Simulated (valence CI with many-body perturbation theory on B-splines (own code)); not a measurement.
## Cs41+: what the settings do

Computed by relativistic CI+MBPT: four valence electrons over a frozen Dirac-Fock core [Ne], a basis of 6 s, 6 p, 5 d, 3 f, 1 g functions for each j, with the one-electron correlation potential Σ1 (screened to all orders), the two-electron term Σ2, the three-electron term Σ3, Breit, model QED; selected single and double excitations, second order for the rest (own B-spline code, finite nucleus).

No measured spectrum was set against this ion. As an estimate, large intervals hold to a few tenths of a per cent, small ones and those within an open d or f shell to about a per cent.

The reference run has the lowest level (3s^2 3p1/2^2) J=0 and an ionisation energy of 3120.66 eV. Its largest variational space holds 9998 state functions.

Levels are named by their leading jj configuration (3d3/2^4 stands for four electrons in 3d with j = 3/2), which in mixed levels can hold well under half, so a name can repeat and another be missing. Letters in brackets count levels of one name in rising energy.

Changed runs:
A. scale of Σ1 1 → 0; scale of Σ2 1 → 0; three-electron term on → off
B. Breit term on → off; QED terms on → off
C. highest l with Σ1, explicit Σ2 and valence Breit (higher l get mean screening factors) 3 → 2
D. size limit of the variational space 10000 → 100; second order for the rest on → off (bad on purpose)

Excitation energies of the reference run in cm⁻¹, and shifts in cm⁻¹:

| Level | Reference | A | B | C | D |
| --- | --- | --- | --- | --- | --- |
| (3s^2 3p1/2 3p3/2) J=1 | 652617 | -1453 | +9008 | -18 | +2908 |
| (3s^2 3p1/2 3p3/2) J=2 | 705591 | -1133 | +10528 | -8.0 | +4616 |
| (3s^2 3p3/2^2) J=2 | 1396440 | -2424 | +18768 | -13 | +3728 |
| (3s 3p1/2^2 3p3/2) J=2 | 1499230 | -213 | +12273 | -24 | +3598 |
| (3s^2 3p3/2^2) J=0 | 1511680 | -1679 | +17263 | +12 | +1068 |
| (3s 3p1/2^2 3p3/2) J=1 | 1662950 | +1683 | +11762 | +5.1 | +3951 |
| (3s^2 3p1/2 3d3/2) J=2 | 1867090 | +1951 | +16110 | +33 | +4119 |
| (3s 3p1/2 3p3/2^2) J=2 [a] | 2038000 | -884 | +20258 | -5.8 | +2443 |
| (3s^2 3p1/2 3d3/2) J=1 | 2088990 | +7219 | +14641 | +87 | +4799 |
| (3s^2 3p1/2 3d5/2) J=3 | 2091630 | +869 | +22504 | +24 | +3648 |
| (3s^2 3p1/2 3d5/2) J=2 | 2227310 | +3170 | +20041 | +33 | +4253 |
| (3s 3p1/2 3p3/2^2) J=3 | 2259750 | +921 | +22791 | +9.0 | +4290 |
| Ionisation energy (eV) | 3120.66 | -0.80 | +3.25 | -0.006 | +0.0094 |
